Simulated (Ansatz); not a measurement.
`FC(F)C#CC(F)(F)F`. The species carries charge 0 and has multiplicity 1.

```xyz
10

F    -0.509    1.203   -2.522
C    -0.460    1.600   -1.232
F    -1.665    2.114   -0.905
C    -0.146    0.463   -0.366
C     0.148   -0.444    0.356
C     0.499   -1.560    1.237
F    -0.398   -2.542    1.148
F     0.549   -1.164    2.509
F     1.691   -2.063    0.917
H     0.291    2.392   -1.142
```

(1) List the harmonic frequencies (cm⁻¹, unscaled) at PBE0-D4/def2-TZVP in Ansatz. (An estimate is asked.)

Results:

(1) The calculation gave: 2, 77, 87, 195, 224, 341, 451, 464, 538, 560, 623, 637, 682, 813, 1022, 1126, 1157, 1200, 1203, 1293, 1364, 1396, 2414, 3085.
